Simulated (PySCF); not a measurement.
**Correlation energy of Ti+ (titanium, charge +1)**

[Ar] 3d2 4s1, high-spin 4F determinant. Computed with PySCF 2.14 in aug-cc-pVDZ, with no relativity, point nucleus. Frozen: [Ar]; 3 electrons correlated.

```csv
level,correlation energy (mhartree)
CCSD,-11.00
(T),-0.05
CCSD(T),-11.05
```

Diagnostics: T1 = 0.0058, D1 = 0.0087, largest double amplitude 0.034.

Q: Is a single reference adequate?

A: Yes: T1 lies below 0.03 and no double amplitude reaches 0.07.
